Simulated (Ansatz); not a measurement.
Reaction (atomization): `C[SiH2]CBr` → Br• + 2 C• + 7 H• + Si•

Computed with Ansatz on PBE0-D4/def2-TZVP structures; ΔE is electronic, products minus reactants. CBS: MP2 limit from def2 TZ/QZ plus the TZ coupled-cluster correction, frozen cores. This one scheme is used for every species, atoms too. Functionals use def2-TZVPP. B3LYP here is the variant with VWN-RPA as its local correlation; programs differ in this. Open shells (•) are unrestricted, without spin–orbit coupling. Spin–orbit coupling would lower the free atoms: a little for C, Si; clearly for Br. For Br outer-core shells are correlated without core-valence functions, so the limit isn't a true one: a few kJ/mol of doubt a bond, and 10 to 20 or more in all where bonds break to atoms. Scalar relativity is left out up to krypton. Each species was taken in one conformer, which may not be the lowest.

```tsv
level	ΔE (eV)	difference from CCSD(T)/CBS
revPBE-D4	38.54	-0.52
PBE0-D4	38.97	-0.09
B3LYP-D4	38.92	-0.14
r2SCAN0-D4	38.75	-0.31
PBE-QIDH	38.80	-0.26
BHLYP	37.94	-1.12
SCS-MP2/def2-TZVPP	38.35	-0.71
SCS-MP2/def2-QZVPP	38.96	-0.10
HF/CBS(def2)	29.50	-9.56
CCSD/CBS(def2)	38.62	-0.44
CCSD(T)/CBS	39.06	0
```

Largest T1 diagnostic among the species: 0.012.

Leaving LDA and LC-ωPBE aside and taking each functional with its dispersion term where it has one, the values, not all of them listed here, spread over 1.01 eV, from BHLYP-D4 to PBE-D4. LDA lies +4.69 eV from PBE without D4, its usual overbinding. From PBE to PBE0 (25 % exact exchange), in def2-TZVPP and without D4, ΔE moves by −0.25 eV: exact exchange takes away binding that semilocal exchange gives to molecules. In def2-TZVPP, CCSD(T) changes the Hartree–Fock value by +8.67 eV (the triples alone add +0.45 eV) and MP2 by +8.87 eV; breaking electron pairs costs correlation energy, which Hartree–Fock lacks.

For atomizations the MP2-based limit and the directly extrapolated one differ by several kJ/mol either way, and by 10 to 25 for some Ge, Se and Sn compounds, so smaller differences from it don't rank the levels.
